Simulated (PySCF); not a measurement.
**A small calculation by hand: oscillator strength and radiative lifetime**

C2H8O2Si2, SMILES C1[Si@H](O)OC[SiH2]1.

The structure is a stationary point at PBE-D3(BJ)/def2-SVP. The structure was generated by enumeration; whether it is a known compound was not checked. The values are those of a single conformer.

PySCF with TDA-M06-2X/def2-SVPD puts the first singlet state with f over 0.02 at 7.47 eV (vertical), with the transition dipole (-0.146, -0.458, 0.267) in atomic units.

**Question.** Find the oscillator strength, the wavelength and the radiative lifetime that this transition would have in vacuum if emission retraced absorption.

**Answer.** 
|μ|² = 0.3024 au, so |μ| = 1.40 D. ΔE = 7.47/27.211 = 0.2745 hartree. f = (2/3) ΔE |μ|² = 0.055 (the program prints 0.055).
λ = 1239.84/7.47 = 166 nm; ν = 60250 cm⁻¹.
Einstein's coefficient A = 0.6670 ν² f s⁻¹ (ν in cm⁻¹) = 1.3e8 s⁻¹, so τ = 1/A = 7.5 ns. This state is S3; the lower singlets have f = 0.001, 0.010. The figure is the radiative limit of this one transition; relaxation, internal conversion, crossing to triplets and a medium change what is measured.
